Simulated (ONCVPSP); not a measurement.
# Plane-wave convergence, ONCV potential for Fe

```json
{
 "Element": "iron (Fe)",
 "Generator": "ONCVPSP 4.0.1",
 "Type": "optimised norm-conserving Vanderbilt (ONCV)",
 "Functional": "PBE",
 "Relativity": "scalar-relativistic",
 "Frozen core": "[Ne]",
 "Valence charge": "16",
 "Reference configuration": "3s2 3p6 3d5 (charge +3)",
 "Partial waves": "3s: rc 1.10 bohr, ncon 4, nbas 7, qcut 9.7 1/bohr, 2 projectors, debl 1 Ha; 3p: rc 1.00 bohr, ncon 4, nbas 8, qcut 13.1 1/bohr, 2 projectors, debl 1.3 Ha; 3d: rc 1.45 bohr, ncon 5, nbas 9, qcut 13.1 1/bohr, 2 projectors, debl 2.3 Ha; f scattering state at 0.17 Ha: rc 1.15 bohr, ncon 3, nbas 6, qcut 10.1 1/bohr, 3 projectors, debl 1 Ha",
 "Local potential": "polynomial inside 0.95 bohr (lpopt 5, dvloc0 1 Ha)",
 "Core correction": "Teter function, fcfact 5.25, rcfact 1.65"
}
```

In the s channel the program set the typed energies aside and used -4.820, 0.250 Ha. In the p channel the program set the typed energies aside and used -3.563, 0.250 Ha.

Task: For each optimised wave give the share of its norm inside rc, the residual kinetic energy above qcut (Ha) and the cutoffs (Ha) for errors of 10, 1, 0.1 and 0.01 mHa per electron.

Result:

| wave | norm inside rc | residual KE | 10 mHa | 1 mHa | 0.1 mHa | 0.01 mHa |
| --- | --- | --- | --- | --- | --- | --- |
| 3s | 0.849 | 9.5e-05 | 31.2 | 39.5 | 47.6 | 101.6 |
| s projector 2 | 0.015 | 2.7e-05 | 18.4 | 32.8 | 42.4 | 63.9 |
| 3p | 0.722 | 1.2e-06 | 24.7 | 47.1 | 65.4 | 76.3 |
| p projector 2 | 0.020 | 2.8e-07 | 18.0 | 25.7 | 49.4 | 68.4 |
| 3d | 0.840 | 5.4e-08 | 49.5 | 59.6 | 67.8 | 74.3 |
| d projector 2 | 0.048 | 2.2e-07 | 43.2 | 56.3 | 66.7 | 74.8 |
| f projector 1 | 0.010 | 2.5e-06 | 9.7 | 22.4 | 35.2 | 45.4 |
| f projector 2 | 0.023 | 9.6e-06 | 16.0 | 29.8 | 41.4 | 51.1 |
| f projector 3 | 0.033 | 2.7e-05 | 20.5 | 34.5 | 45.8 | 54.9 |

The occupied waves need 60 Ha and 68 Ha for 1 and 0.1 mHa. Note: no bound ghost flagged; GHOST(+) flagged for f at 75.8 eV.
